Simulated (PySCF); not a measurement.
# C₆ coefficients of unlike pairs at BHandHLYP

Calculated with PySCF 2.14 from the dipole response of each species, C₆(A,B) = (3/π) ∫ α_A(iu) α_B(iu) du, in atomic units, from isotropic polarisabilities. For ions this is the dispersion term alone; charge-induced terms of lower order in 1/R come first.

```json
{"species": "Cs", "configuration": "[Xe] 6s1 (2S)", "basis": "aug-cc-pVDZ-X2C (8s7p5d)", "relativity": "spin-free X2C", "α (bohr³)": "443.2", "C₆ (like pair)": "7981"}
{"species": "F²⁺", "configuration": "[He] 2s2 2p3 (4S)", "basis": "aug-cc-pV5Z (7s6p5d4f3g2h)", "relativity": "none", "α (bohr³)": "1.216", "C₆ (like pair)": "1.526"}
{"species": "Ca²⁺", "configuration": "[Ar] (1S)", "basis": "x2c-TZVPPall with one added diffuse shell each of s, p, d type (7s6p4d)", "relativity": "spin-free X2C", "α (bohr³)": "3.233", "C₆ (like pair)": "10.42"}
{"species": "S⁺", "configuration": "[Ne] 3s2 3p3 (4S)", "basis": "dyall-acv3z (19s12p6d4f)", "relativity": "spin-free X2C", "α (bohr³)": "10.77", "C₆ (like pair)": "52.73"}
```

(1) Estimate C₆ for F²⁺ with Cs.

No spin-orbit coupling is included.

The other pairs:

```json
{"pair": "S⁺, Ca²⁺", "C₆": "21.92"}
{"pair": "S⁺, Cs", "C₆": "392.8"}
{"pair": "Ca²⁺, F²⁺", "C₆": "3.959"}
{"pair": "S⁺, F²⁺", "C₆": "8.173"}
{"pair": "Ca²⁺, Cs", "C₆": "129.9"}
```

## Answers

(1) The integral gives 48.53. The combination rule 2 C_A C_B / (C_A α_B/α_A + C_B α_A/α_B) gives 42.14 and the geometric mean 110.3.
